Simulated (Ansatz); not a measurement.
`[CH3][Al]([F])[BH]O` + `[SiH3][N]([SiH3])[GeH3]` → `OBN([SiH3])[SiH3]` + `[CH3][Al]([F])[GeH3]`  (redistribution)

Gas-phase electronic energies from Ansatz, PBE0-D4/def2-TZVP geometries. CCSD(T)/CBS is the MP2 limit (def2-TZVPP, def2-QZVPP) plus CCSD(T) − MP2 in def2-TZVPP, frozen cores. DFT in def2-TZVPP. B3LYP here is the variant with VWN-RPA as its local correlation; programs differ in this. For Ge outer-core shells are correlated without core-valence functions, which leaves a few kJ/mol of doubt a bond. Scalar relativity is left out up to krypton. Each species was taken in one conformer, which may not be the lowest.

```json
{"level": "r2SCAN-D4", "ΔE (kJ/mol)": "-180.2", "difference from CCSD(T)/CBS": "-12.2"}
{"level": "PBE0-D4", "ΔE (kJ/mol)": "-175.1", "difference from CCSD(T)/CBS": "-7.1"}
{"level": "ωB97M-V", "ΔE (kJ/mol)": "-172.7", "difference from CCSD(T)/CBS": "-4.7"}
{"level": "PBE0", "ΔE (kJ/mol)": "-176.7", "difference from CCSD(T)/CBS": "-8.7"}
{"level": "B3LYP", "ΔE (kJ/mol)": "-174.5", "difference from CCSD(T)/CBS": "-6.5"}
{"level": "HF/def2-TZVPP", "ΔE (kJ/mol)": "-166.8", "difference from CCSD(T)/CBS": "1.2"}
{"level": "SCS-MP2/def2-TZVPP", "ΔE (kJ/mol)": "-161.4", "difference from CCSD(T)/CBS": "6.6"}
{"level": "HF/def2-QZVPP", "ΔE (kJ/mol)": "-166.1", "difference from CCSD(T)/CBS": "1.9"}
{"level": "SCS-MP2/def2-QZVPP", "ΔE (kJ/mol)": "-162.2", "difference from CCSD(T)/CBS": "5.8"}
{"level": "MP2/CBS(def2)", "ΔE (kJ/mol)": "-169.3", "difference from CCSD(T)/CBS": "-1.3"}
{"level": "CCSD(T)/CBS", "ΔE (kJ/mol)": "-168.0", "difference from CCSD(T)/CBS": "0"}
```

Largest T1 diagnostic among the species: 0.013.
